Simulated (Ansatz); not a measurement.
ZrO₂⁻. Charge -1, multiplicity 2. Geometry relaxed at PBE-D4/def2-TZVPD.

| atom | x (Å) | y (Å) | z (Å) |
| --- | --- | --- | --- |
| Zr1 | 0.091 | 0.021 | -0.703 |
| O2 | 1.412 | 0.105 | 0.544 |
| O3 | -1.503 | -0.126 | 0.158 |

In the def2 sets Zr takes a core potential; there is no spin–orbit coupling. The relaxation made no stability test and no search for a lower SCF solution. The structure comes from a short search, and lower isomers may exist.

**Question.** Estimate the harmonic wavenumbers at UKS PBE-D4/def2-TZVPD (Ansatz, unscaled). Is this a minimum?

**Answer.** 281, 783, 851 cm⁻¹. Yes, no mode is imaginary beyond noise. Zero-point energy 11.5 kJ/mol. Hardware: 4 threads of Arm Neoverse N1 on a shared host. Wall time 9 s.
